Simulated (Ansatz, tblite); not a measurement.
Series (H2BX)2: gap (eV) at several levels, gas phase, relaxed structures; Ansatz, xTB through tblite. The structures are stationary points that may keep the symmetry of their start.

```tsv
species	state	geometry	GFN1-xTB	GFN2-xTB	PBE-D4/def2-TZVP	r2SCAN-D4/def2-TZVP	PBE0-D4/def2-SVP	PBE0-D4/def2-TZVP
(H2B-mu-SH)2 (B2H6S2)	singlet	PBE-D4/def2-SVP	6.22	5.92	5.82	6.44	8.22	7.93
(H2B-mu-NH2)2 (B2N2H8)	singlet	PBE-D4/def2-SVP	7.73	9.75	6.53	7.48	9.37	8.74
```

(1) Estimate the rows for (H2B-mu-PH2)2 (B2P2H8) (singlet, PBE-D4/def2-SVP geometry).

(1) 
| species | state | geometry | GFN1-xTB | GFN2-xTB | PBE-D4/def2-TZVP | r2SCAN-D4/def2-TZVP | PBE0-D4/def2-SVP | PBE0-D4/def2-TZVP |
| --- | --- | --- | --- | --- | --- | --- | --- | --- |
| (H2B-mu-PH2)2 (B2P2H8) | singlet | PBE-D4/def2-SVP | 5.63 | 4.87 | 5.11 | 5.55 | 7.31 | 7.12 |

Over the 3 species that have every level, the mean is 6.53 at GFN1-xTB, 6.85 at GFN2-xTB, 5.82 at PBE-D4/def2-TZVP, 6.49 at r2SCAN-D4/def2-TZVP, 8.30 at PBE0-D4/def2-SVP, 7.93 at PBE0-D4/def2-TZVP. Orbital gaps grow with the share of exact exchange and aren't one observable across functionals.
